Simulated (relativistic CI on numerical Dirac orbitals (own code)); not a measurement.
**Energy levels of Tl**

Calculated at this level of theory: Dirac-Coulomb-Breit CI, KLI orbitals optimised for each configuration, model QED, valence Slater integrals scaled by 0.85, P86 correlation energy added to each configuration (own radial code, finite nucleus).

CI space (outside the closed core [Xe] 4f14 5d10): 6s2 6p, 6s2 7s, 6s2 7p, 6s2 6d, 6s2 8s, 6s2 8p, 6s2 7d, 6s 6p2, 6s2 5f, 6s2 9s, 6s2 9p, 6s2 8d, 6s2 6f, 6s2 5g, 6s2 9d. Levels of other configurations are missing.

The lowest level is 6s2 6p 2P°_1/2, with 100 % of that term; Hund's rules for 6s2 6p give 2P° with J = 1/2, in agreement.

```csv
No.,Configuration,Term,J,E (cm⁻¹),%,Next component (%),Landé g,jj configuration (%)
1,6s2 6p,2P°,1/2,0.0,100,,0.666,6p1/2 (100)
2,6s2 6p,2P°,3/2,7799.0,100,,1.334,6p3/2 (100)
3,6s2 7s,2S,1/2,26854.2,100,,2.002,7s (100)
4,6s2 7p,2P°,1/2,34369.2,100,,0.666,7p1/2 (100)
5,6s2 7p,2P°,3/2,35338.8,100,,1.334,7p3/2 (100)
6,6s2 6d,2D,5/2,36230.9,98,2 6s 6p2 2D,1.201,6d5/2 (98)
7,6s2 6d,2D,3/2,36253.8,98,1 6s 6p2 2D,0.801,6d3/2 (98)
8,6s 6p2,4P,1/2,38483.2,94,4 2S,2.608,6s 6p1/2^2 (61)
9,6s2 8s,2S,1/2,39448.2,98,2 6s 6p2 4P,2.016,8s (98)
10,6s2 8p,2P°,1/2,42053.1,100,,0.666,8p1/2 (100)
11,6s 6p2,4P,3/2,42175.1,88,10 6s2 7d 2D,1.617,6s 6p1/2 6p3/2 (84)
12,6s2 8p,2P°,3/2,42428.6,100,,1.334,8p3/2 (100)
13,6s2 5f,2F°,7/2,42563.4,100,,1.143,5f7/2 (100)
14,6s2 5f,2F°,5/2,42563.7,100,,0.857,5f5/2 (100)
15,6s2 7d,2D,5/2,42707.1,97,2 6s 6p2 2D,1.205,7d5/2 (97)
16,6s2 7d,2D,3/2,42820.5,88,11 6s 6p2 4P,0.903,7d3/2 (88)
17,6s2 9s,2S,1/2,44153.4,100,,2.003,9s (100)
18,6s2 9p,2P°,1/2,45435.2,100,,0.666,9p1/2 (100)
19,6s2 9p,2P°,3/2,45616.0,100,,1.334,9p3/2 (100)
20,6s2 8d,2D,5/2,45660.6,89,6 6s 6p2 4P,1.226,8d5/2 (89)
21,6s2 6f,2F°,7/2,45694.0,100,,1.143,6f7/2 (100)
22,6s2 6f,2F°,5/2,45694.2,100,,0.857,6f5/2 (100)
23,6s2 8d,2D,3/2,45759.0,98,1 6s 6p2 2D,0.802,8d3/2 (98)
24,6s2 5g,2G,7/2,46729.7,100,,0.889,5g7/2 (100)
25,6s2 5g,2G,9/2,46729.7,100,,1.111,5g9/2 (100)
26,6s 6p2,4P,5/2,46984.9,60,26 6s2 9d 2D,1.437,6s 6p1/2 6p3/2 (37)
27,6s2 9d,2D,3/2,47409.5,99,1 6s 6p2 2D,0.800,9d3/2 (99)
28,6s2 9d,2D,5/2,47600.9,73,26 6s 6p2 4P,1.305,9d5/2 (73)
```

Energies count from the lowest computed level; ° marks odd parity. Filled j subshells are mostly left out of the jj labels.

The mean weight of the leading LS term, summed over parents, in these 28 levels is 96 %, and that of the leading jj configuration (from the same eigenvectors) 94 %.

Correlation outside the listed configurations is missing or only estimated: errors of thousands of cm⁻¹ between configurations and terms are usual at this charge. Rates and lifetimes follow the computed energies and can be off by large factors. The fine structure of a lone outer electron comes out too small, for d and f at times inverted, and misplaced configurations move strength between like terms. 11 of the 11 excited levels that our extract of the measured tables holds in this range could be paired (the sources list more); they are missed by 407 cm⁻¹ on average and 809 at most, and levels without a partner can miss by more.
